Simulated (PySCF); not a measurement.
Isomers of C5H10O3, from PBE0-D3(BJ)/def2-SVP geometry optimisation, gas phase in PySCF 2.14.0. One conformer each, no zero-point energy, no frequencies.

Problem. Which is lower in electronic energy at this level?
A. `[CH3:1][CH2:2][CH:3]1[O:4][CH2:5][O:6][CH2:7][O:8]1` with C1–C2–C3–O4 60°, C2–C3–O4–C5 176°, C3–O4–C5–O6 -57°, O4–C5–O6–C7 57°, C5–O6–C7–O8 -57°: A = 4587, B = 1489, C = 1200 MHz, dipole 1.75 D
B. `[OH:1][CH2:2][CH:3]1[CH2:4][O:5][CH2:6][O:7][CH2:8]1` with H–O1–C2–C3 -63°, O1–C2–C3–C4 -178°, C2–C3–C4–O5 176°, C3–C4–O5–C6 -56°, C4–O5–C6–O7 60°, O5–C6–O7–C8 -61°: A = 4327, B = 1392, C = 1124 MHz, dipole 1.33 D

Solution. A. That is `CCC1OCOCO1`, 7.1 kcal/mol below the other.

```tsv
SMILES	mapped SMILES	E (Eh)	relative (kcal/mol)	relative (kJ/mol)	dipole (D)
CCC1OCOCO1	[CH3:1][CH2:2][CH:3]1[O:4][CH2:5][O:6][CH2:7][O:8]1	-421.43721	0.0	0.0	1.75
OCC1COCOC1	[OH:1][CH2:2][CH:3]1[CH2:4][O:5][CH2:6][O:7][CH2:8]1	-421.42592	7.1	29.7	1.33
```

As drawn, the higher has an O–H bond, which the lower lacks.
